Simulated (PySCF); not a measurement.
# AlCl$_{2}$, SMILES `[Cl][Al][Cl]` (charge 0, multiplicity 2)

All values below come from r2SCAN-D4/def2-TZVP (PySCF 2.14.0).

* **highest occupied spin orbital**: -5.96 eV
* **dipole moment**: 0.299 e·Å
* **total energy**: -31643.66 eV
* **cost**: around 9 core-minutes (rough)

Bond lengths (Å): Cl1–Al2 2.104, Al2–Cl3 2.104. Angles (°): Cl1–Al2–Cl3 118.7.
Charge 0, spin multiplicity 2.
